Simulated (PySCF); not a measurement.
HOZn, charge +1. Atoms are numbered in the order given.

```xyz
3

Zn    -0.0063     0.4193     0.0000
O      0.1170    -1.3477     0.0000
H     -0.7460    -1.7981     0.0000
```
Charge +1, spin multiplicity 1.

The structure is a stationary point at B3LYP-D3(BJ)/def2-TZVP. The multiplicity is an assumed one; other spin states were not compared. The isomer is the one that the SMILES or the coordinates give; other isomers of the formula were not compared.

Level of theory: B3LYP-D3(BJ)/def2-TZVP (PySCF 2.14.0).

Frequencies are harmonic and unscaled.

| mode | ν (cm⁻¹) | IR (km/mol) | moving atoms (share of kinetic energy) |
|---|---|---|---|
| 1 | 660 | 4.3 | O 78 %, Zn 20 % |
| 2 | 902 | 102.1 | H 93 % |
| 3 | 3712 | 230.3 | H 94 % |
